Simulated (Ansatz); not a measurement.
Breaking the Ge1–H3 bond in BrGeH3 (SMILES [GeH3][Br]) (multiplicity 1 held, fragments rigid). Energies count from the point at 1.533 Å.
Geometry at that point (charge 0, multiplicity 1):
```csv
atom,x (Å),y (Å),z (Å)
Ge,-1.1456,0.0468,0.0046
Br,1.1842,-0.0484,-0.0048
H,-1.5399,1.4838,-0.3541
H,-1.6070,-0.3323,1.4163
H,-1.6424,-0.9559,-1.0428
```

R- and RO- levels are restricted; in cc, def2 and unpolarised 6-31G sets they are followed outwards from rest. Unrestricted levels (U-) break spin symmetry where that is lower. Curves can end on different states.

Frozen-core correlation. Filled d and f shells under p-block atoms count as core.

Codes used: Ansatz (Gaussian orbitals). Each number belongs to the level named beside it.

Task: Give the energy at R = 4.905 Å at the level R-PBE/cc-pVTZ.

Result: 458 kJ/mol

Task: Estimate the energy at R = 4.905 Å that U-SCS-MP2/cc-pVTZ returns for this input.

Result: 364 kJ/mol

Task: Estimate the energy at R = 4.905 Å that U-B3LYP/cc-pVTZ returns for this input.

Result: 357 kJ/mol

Doubts at one or more of the structures used: a restricted determinant that unrestricted orbitals would lower (R-PBE/cc-pVTZ); a spin-contaminated determinant (U-B3LYP/cc-pVTZ, U-SCS-MP2/cc-pVTZ).

Ansatz is a quantum-chemistry and plane-wave program.
